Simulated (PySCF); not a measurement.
Precursor series metal swap MX4 OH. Isolated molecules, 0 K electronic values unless said otherwise. One relaxed conformer stands for each flexible species; it need not be the lowest.

The charge on the central atom (meta-Löwdin) from two functionals at the same geometries (BP86-D3(BJ)/def2-SVP), both in PySCF: PBE-D3(BJ)/def2-TZVP and B3LYP-D3(BJ)/def2-TZVP. B3LYP has the VWN-RPA correlation part, as in Gaussian. 

```
species                         PBE-D3(BJ)/def2-TZVP (e)
------------------------------  ------------------------
M = Ti ([Ti(OH)4])                                  1.35
M = V, oxo ([V(=O)(OH)3])                           1.32
M = Cr, dioxo ([Cr(=O)2(OH)2])                      1.31
```

**Question.** What does B3LYP-D3(BJ)/def2-TZVP give for each?

**Answer.** 
- M = Ti ([Ti(OH)4]): 1.49
- M = V, oxo ([V(=O)(OH)3]): 1.44
- M = Cr, dioxo ([Cr(=O)2(OH)2]): 1.42
Over these rows, drawn at random from the members with no instability flagged (it was tested for open shells, ions and some series alone), PBE minus B3LYP-D3(BJ): mean -0.13 e, from -0.14 e to -0.11 e.
